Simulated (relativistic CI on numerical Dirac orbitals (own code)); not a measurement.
Hyperfine structure of Hf⁴⁸⁺, mass number 179

Calculated at this level of theory: Dirac-Coulomb-Breit CI, separate exchange-only KLI orbitals for each configuration, model QED (radiative potential, 1s self-energy scaled to tabulated hydrogen-like ionisation energies), unscaled Slater integrals (own radial code, finite nucleus).

Configurations in the expansion (outside the closed core [Ne]): 3s2.3p6.3d6, 3s2.3p5.3d7, 3s2.3p4.3d8, 3s.3p6.3d7, 3p6.3d8, 3s.3p5.3d8, 3s2.3p6.3d5.4s, 3s2.3p6.3d5.4p, 3s2.3p4.3d7.4s, 3s2.3p6.3d5.4d, 3s2.3p5.3d6.4s, 3s2.3p6.3d5.4f, 3s2.3p6.3d4.4s2, 3s.3p6.3d6.4s, 3p6.3d7.4s, 3p6.3d7.4p. Levels of other configurations are missing.

Nuclear spin I = 9/2, μ = -0.6389 μN, Q = 3.79 b (tables of Stone and Pyykkö). The electronic factors are computed for point nuclear moments, without core polarisation or the Bohr-Weisskopf and QED corrections.

```json
{"Level": "3s2.3p6.3d6 5D_3", "E (eV)": "54.3859", "A (MHz)": "-3362", "B (MHz)": "15900"}
{"Level": "3s2.3p6.3d6 3G_5", "E (eV)": "64.1282", "A (MHz)": "-6402", "B (MHz)": "112000"}
{"Level": "3s2.3p6.3d6 3H_6", "E (eV)": "64.1941", "A (MHz)": "-7094", "B (MHz)": "-221000"}
{"Level": "3s2.3p6.3d6 3P_1", "E (eV)": "85.8867", "A (MHz)": "-3898", "B (MHz)": "178000"}
```

Levels with J = 0, under 50 % of one LS term, or S terms without an open s electron are left out. Small factors come from cancelling terms and can be off by tens of per cent or more.

At this charge energies of transitions that change n are usually good to better than 1 %, and those within a shell (Δn = 0) to a few per cent.

(1) Give the hyperfine levels of 3s2.3p6.3d6 5D_3 relative to its centre of gravity.

## Answers

(1) With K = F(F + 1) − I(I + 1) − J(J + 1), E = AK/2 + B[¾K(K + 1) − I(I + 1)J(J + 1)]/[2I(2I − 1)J(2J − 1)]: F = 3/2: 62780, F = 5/2: 51050, F = 7/2: 35570, F = 9/2: 17250, F = 11/2: -2698, F = 13/2: -22830, F = 15/2: -41410 MHz.

LS names give the leading component of a level, which can be under half, so a name can repeat, a term be missing and a line seem to break the LS rules.
